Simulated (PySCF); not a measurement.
PySCF input file for C₅H₁₀O, SMILES CC[C@@H]1CCO1, B3LYP-D3(BJ)/def2-SVP. Geometry: B3LYP-D3(BJ)/def2-SVP. One conformer was computed; it need not be the lowest.

```python
import numpy as np
from pyscf import gto, scf, dft, df
from pyscf.hessian import thermo

mol = gto.M(
    atom='''
    C     2.29352309   -0.41046875   -0.51509969
    C     1.29563205    0.11852196    0.51316349
    C    -0.02411028    0.51953828   -0.11798350
    C    -1.23115377    0.77315777    0.80942146
    C    -1.88956411   -0.37396150    0.02172023
    O    -0.69747190   -0.59566132   -0.74586230
    H     2.54836179    0.36264007   -1.25891212
    H     3.22930225   -0.74076716   -0.03817768
    H     1.86058882   -1.26597724   -1.05556848
    H     1.70700984    0.99634514    1.04412376
    H     1.09495670   -0.65258023    1.27751416
    H     0.14562488    1.32984729   -0.85481198
    H    -1.70960253    1.75828233    0.72246371
    H    -1.03501777    0.55630181    1.86969515
    H    -2.74432615   -0.07549379   -0.61302079
    H    -2.18308442   -1.26403408    0.60626054
    ''',
    basis='def2-SVP',
    charge=0,
    spin=0,
    max_memory=1600,
    verbose=3,
)
mf = dft.RKS(mol, xc='b3lyp').density_fit(auxbasis='def2-universal-jkfit')
mf.disp = 'd3bj'
mf.grids.level = 3
mf.conv_tol = 1e-11
mf.max_cycle = 100
mf.kernel()

# [left out here: the lines that compute and print the analytic Hessian (its translational invariance restored by hand, since the grid's response is missing), thermochemistry and intensities]
```

It prints:

```
converged SCF energy = -271.561576977364

WARN: DFTD3 does not support analytical Hessian, using finite difference


WARN: Mole.unit (angstrom) is changed to Bohr

Mode                                 0                   1                   2
Irrep
Freq [cm^-1]                       72.0598            120.6205            210.7627
Reduced mass [au]                   2.3842              2.1341              1.9242
Force const [Dyne/A]                0.0073              0.0183              0.0504
Char temp [K]                     103.6781            173.5461            303.2406
Normal mode                   x     y     z       x     y     z       x     y     z
       0   C                 0.03  0.05 -0.03   -0.09 -0.10 -0.01    0.09 -0.02  0.07
       1   C                 0.03  0.02 -0.01    0.03  0.10 -0.00   -0.01  0.02 -0.05
       2   C                -0.00 -0.05  0.02   -0.00  0.05  0.03   -0.02 -0.01 -0.05
       3   C                 0.01 -0.02  0.02   -0.02 -0.05  0.04    0.04 -0.04  0.04
       4   C                -0.07  0.09 -0.09    0.03 -0.02 -0.05   -0.03  0.01  0.03
       5   O                 0.01 -0.09  0.09    0.07  0.03 -0.00   -0.08  0.03 -0.06
       6   H                -0.04  0.04 -0.06   -0.15 -0.24 -0.18   -0.05 -0.14 -0.11
       7   H                 0.06  0.11 -0.05   -0.05 -0.04 -0.05    0.15  0.29  0.17
       8   H                 0.06  0.01  0.00   -0.17 -0.18  0.19    0.28 -0.24  0.27
       9   H                 0.01  0.05 -0.04    0.10  0.16 -0.16   -0.07  0.08 -0.09
      10   H                 0.09  0.02  0.01    0.07  0.22  0.13   -0.00  0.08  0.01
      11   H                -0.05 -0.07 -0.02   -0.06  0.09  0.06   -0.05  0.01 -0.03
      12   H                 0.09  0.03  0.14   -0.06 -0.06  0.12    0.05 -0.03  0.15
      13   H                -0.01 -0.17 -0.01   -0.02 -0.14  0.02    0.13 -0.12  0.01
      14   H                 0.08  0.27 -0.21    0.06  0.01 -0.08   -0.06  0.07  0.10
      15   H                -0.32  0.13 -0.16   -0.00 -0.06 -0.12   -0.01 -0.01 -0.01
Mode                                 3                   4                   5
Irrep
Freq [cm^-1]                      249.1659            407.7352            458.3118
Reduced mass [au]                   1.2721              2.6790              2.4329
Force const [Dyne/A]                0.0465              0.2624              0.3011
Char temp [K]                     358.4943            586.6402            659.4086
Normal mode                   x     y     z       x     y     z       x     y     z
       0   C                 0.03 -0.03  0.04    0.12 -0.04 -0.04   -0.04  0.04  0.01
       1   C                -0.01  0.07 -0.05    0.09  0.00 -0.03    0.06  0.04  0.09
       2   C                -0.02  0.02 -0.05   -0.01 -0.01  0.08    0.04 -0.11  0.03
       3   C                 0.03 -0.04  0.03   -0.12  0.02 -0.00    0.05 -0.02 -0.03
       4   C                -0.01  0.00  0.01   -0.06 -0.02 -0.01   -0.03  0.01  0.01
       5   O                -0.02 -0.02  0.00   -0.03  0.05  0.01   -0.07 -0.00 -0.09
       6   H                 0.46  0.04  0.25    0.21 -0.06 -0.02   -0.08  0.07  0.04
       7   H                -0.19 -0.44  0.18    0.07 -0.08  0.03   -0.01 -0.09 -0.13
       8   H                -0.13  0.22 -0.22    0.12 -0.03 -0.06   -0.19  0.12 -0.01
       9   H                -0.02  0.10 -0.09    0.13  0.04 -0.12   -0.01  0.21 -0.12
      10   H                -0.03  0.12 -0.00    0.20  0.04  0.03    0.23  0.17  0.26
      11   H                -0.10  0.02 -0.07   -0.02  0.03  0.12    0.11 -0.11  0.04
      12   H                 0.01 -0.04  0.16   -0.10  0.01 -0.17    0.14  0.02 -0.11
      13   H                 0.11 -0.13 -0.00   -0.28  0.12  0.05   -0.01  0.04 -0.00
      14   H                 0.00  0.06  0.02   -0.08 -0.10 -0.02   -0.07  0.01  0.07
      15   H                -0.05 -0.01 -0.02    0.00 -0.03  0.01    0.02  0.01  0.04
Mode                                 6                   7                   8
Irrep
Freq [cm^-1]                      724.0760            784.1244            819.7679
Reduced mass [au]                   1.9160              1.1600              1.3272
Force const [Dyne/A]                0.5919              0.4202              0.5255
Char temp [K]                    1041.7841           1128.1804           1179.4634
Normal mode                   x     y     z       x     y     z       x     y     z
       0   C                -0.03  0.00 -0.00    0.01  0.02  0.00    0.01 -0.03  0.01
       1   C                -0.09 -0.03 -0.07    0.04  0.06  0.00    0.01 -0.04  0.03
       2   C                -0.04 -0.08  0.05    0.00  0.01  0.00    0.02  0.06 -0.06
       3   C                 0.02  0.03  0.08    0.02 -0.04  0.03    0.00 -0.04 -0.01
       4   C                 0.08  0.03 -0.00    0.00 -0.01  0.03   -0.02 -0.05  0.03
       5   O                 0.04 -0.01 -0.04   -0.02 -0.02 -0.03   -0.02  0.04  0.04
[...]
Mode                                33                  34                  35
Irrep
Freq [cm^-1]                     3009.1300           3017.9886           3029.4224
Reduced mass [au]                   1.0595              1.0610              1.0377
Force const [Dyne/A]                5.6522              5.6938              5.6108
Char temp [K]                    4329.4681           4342.2136           4358.6643
Normal mode                   x     y     z       x     y     z       x     y     z
       0   C                -0.00  0.00  0.00   -0.01  0.00 -0.00    0.03 -0.01 -0.04
       1   C                -0.00 -0.00 -0.00    0.01  0.01  0.06   -0.00 -0.00  0.01
       2   C                 0.00  0.01 -0.01   -0.00 -0.00  0.00   -0.00  0.00 -0.00
       3   C                 0.00 -0.00 -0.00    0.00 -0.00 -0.00    0.00 -0.00 -0.00
       4   C                -0.06 -0.02 -0.01   -0.00 -0.00 -0.00   -0.00 -0.00 -0.00
       5   O                -0.00  0.00  0.00   -0.00 -0.00 -0.00    0.00  0.00  0.00
       6   H                 0.00  0.01 -0.01    0.00  0.01 -0.01   -0.15 -0.47  0.44
       7   H                 0.01 -0.00  0.01    0.07 -0.02  0.04   -0.44  0.16 -0.24
       8   H                -0.01 -0.01 -0.01   -0.00 -0.00 -0.00    0.20  0.38  0.23
       9   H                 0.03  0.06  0.03   -0.28 -0.59 -0.34   -0.00 -0.01 -0.00
      10   H                -0.00 -0.02  0.01    0.12  0.44 -0.42    0.01  0.05 -0.05
      11   H                -0.03 -0.13  0.11    0.00  0.02 -0.01   -0.00 -0.02  0.02
      12   H                -0.02  0.04 -0.01   -0.01  0.01 -0.00   -0.00  0.01 -0.00
      13   H                 0.00 -0.01  0.02    0.01 -0.01  0.03    0.00 -0.00  0.01
      14   H                 0.57 -0.22  0.45    0.05 -0.02  0.04    0.01 -0.01  0.01
      15   H                 0.13  0.45 -0.31    0.01  0.03 -0.02    0.00  0.01 -0.01
Mode                                36                  37                  38
Irrep
Freq [cm^-1]                     3054.7775           3064.4276           3072.1156
Reduced mass [au]                   1.1118              1.1041              1.0619
Force const [Dyne/A]                6.1129              6.1090              5.9050
Char temp [K]                    4395.1447           4409.0290           4420.0903
Normal mode                   x     y     z       x     y     z       x     y     z
       0   C                -0.00 -0.00  0.00    0.00  0.02 -0.00   -0.00  0.00 -0.00
       1   C                 0.00  0.00 -0.00   -0.03 -0.08  0.02   -0.00 -0.00  0.00
       2   C                 0.00  0.00 -0.00   -0.00 -0.01  0.01    0.00  0.00 -0.00
       3   C                -0.00  0.00 -0.01   -0.00  0.00 -0.00   -0.01  0.03  0.06
       4   C                 0.02 -0.06  0.06    0.00 -0.00  0.00   -0.00 -0.01  0.01
       5   O                -0.00  0.00 -0.00    0.00  0.00 -0.00   -0.00 -0.00 -0.00
       6   H                 0.00  0.00 -0.00   -0.02 -0.07  0.07   -0.00 -0.01  0.01
       7   H                -0.00 -0.00 -0.00    0.07 -0.02  0.04    0.01 -0.00  0.00
       8   H                 0.00  0.00  0.00   -0.06 -0.11 -0.07    0.00  0.00  0.00
       9   H                -0.01 -0.02 -0.02    0.23  0.47  0.29   -0.00 -0.00 -0.00
      10   H                -0.01 -0.02  0.02    0.12  0.49 -0.49    0.01  0.04 -0.03
      11   H                -0.00 -0.01  0.01    0.01  0.08 -0.07   -0.00 -0.01  0.01
      12   H                 0.00 -0.00 -0.00   -0.00  0.00 -0.00    0.26 -0.53  0.07
      13   H                 0.02 -0.03  0.14    0.01 -0.01  0.05   -0.14  0.17 -0.72
      14   H                -0.42  0.14 -0.32   -0.03  0.01 -0.02   -0.02  0.01 -0.02
      15   H                 0.19  0.61 -0.39    0.01  0.02 -0.01    0.03  0.10 -0.06
Mode                                39                  40                  41
Irrep
Freq [cm^-1]                     3107.4719           3124.6518           3134.7288
Reduced mass [au]                   1.1030              1.1041              1.1106
Force const [Dyne/A]                6.2754              6.3511              6.4298
Char temp [K]                    4470.9602           4495.6782           4510.1769
Normal mode                   x     y     z       x     y     z       x     y     z
       0   C                -0.02  0.07 -0.05   -0.06 -0.05 -0.04    0.00  0.00 -0.00
       1   C                 0.00  0.01 -0.01   -0.00 -0.01 -0.00    0.00  0.00 -0.00
       2   C                 0.00  0.00 -0.00    0.00 -0.00  0.00    0.00  0.00 -0.00
       3   C                 0.00 -0.00  0.00   -0.00  0.00 -0.00   -0.04  0.07 -0.05
       4   C                -0.00  0.00 -0.00    0.00  0.00  0.00   -0.00  0.01 -0.01
       5   O                 0.00 -0.00  0.00   -0.00  0.00  0.00    0.00 -0.00  0.00
       6   H                -0.16 -0.46  0.44    0.03  0.12 -0.13   -0.00 -0.01  0.01
       7   H                 0.53 -0.18  0.27    0.41 -0.16  0.22    0.00  0.00 -0.00
       8   H                -0.09 -0.16 -0.12    0.31  0.61  0.38   -0.00 -0.01 -0.00
       9   H                -0.03 -0.06 -0.04    0.03  0.08  0.05   -0.00 -0.00 -0.00
      10   H                -0.03 -0.11  0.11    0.01  0.03 -0.03   -0.00 -0.02  0.02
      11   H                -0.00 -0.02  0.02    0.00  0.01 -0.01   -0.01 -0.03  0.03
      12   H                -0.01  0.01 -0.00    0.00 -0.00  0.00    0.32 -0.67  0.06
      13   H                -0.00  0.00 -0.00    0.00 -0.00  0.01    0.10 -0.11  0.55
      14   H                 0.00 -0.00  0.00   -0.00  0.00 -0.00    0.05 -0.02  0.04
      15   H                -0.00 -0.00  0.00   -0.00 -0.00  0.00   -0.02 -0.05  0.03
temperature 298.1500 [K]
pressure 101325.00 [Pa]
Rotational constants [GHz] 8.07933 2.41704 2.06749
Symmetry number 1
Zero-point energy (ZPE) 0.14301 [Eh]   375465.114 [J/mol]
                           tot       elec      trans        rot        vib
Entropy [J/mol/K]       335.718      0.000    164.318    110.788     60.612
Cv [J/mol/K]             97.639      0.000     12.472     12.472     72.695
Cp [J/mol/K]            105.953      0.000     20.786     12.472     72.695
Internal energy [J/mol]                      3718.434   3718.434 385401.866
Internal energy [Eh]   -271.41195  -271.56158
Enthalpy [J/mol]                             6197.391   3718.434 385401.866
Enthalpy [Eh]          -271.41101
Gibbs free energy [J/mol]                  -42794.163 -29313.001 367330.437
Gibbs free energy [Eh] -271.44913
mode   freq/cm-1   IR/(km/mol)
   1       72.06         1.898
   2      120.62         0.885
   3      210.76         1.907
   4      249.17         0.026
   5      407.74         0.585
   6      458.31         2.505
   7      724.08         0.049
   8      784.12         0.597
   9      819.77         1.895
  10      872.65         5.242
  11      937.03        30.644
  12      969.21         4.476
  13      992.16        10.583
  14     1017.56        18.725
  15     1054.38       104.029
  16     1107.65         0.866
  17     1116.18        13.508
  18     1162.29         1.891
  19     1185.11         3.285
  20     1210.76         0.111
  21     1251.46         5.331
  22     1271.48         1.950
  23     1296.90         2.292
  24     1324.74         8.745
  25     1364.19         5.013
  26     1395.94         4.832
  27     1410.87         7.884
  28     1450.79         1.043
  29     1465.58         5.673
  30     1468.85         5.691
  31     1483.40         6.647
  32     1514.81         0.406
  33     2987.53        65.006
  34     3009.13        83.682
  35     3017.99        24.967
  36     3029.42        23.949
  37     3054.78        36.267
  38     3064.43        28.329
  39     3072.12        23.749
  40     3107.47        33.883
  41     3124.65        17.725
  42     3134.73        23.017
max |gradient| / (hartree/bohr): 4.089681319932603e-05
APT charges: [ 0.0585  0.0719  0.478   0.0038  0.4895 -0.6869 -0.0252 -0.0296  0.0106
 -0.0469 -0.0473 -0.0955 -0.0201 -0.0142 -0.0802 -0.0661]
```

The calculation finished and met its thresholds.
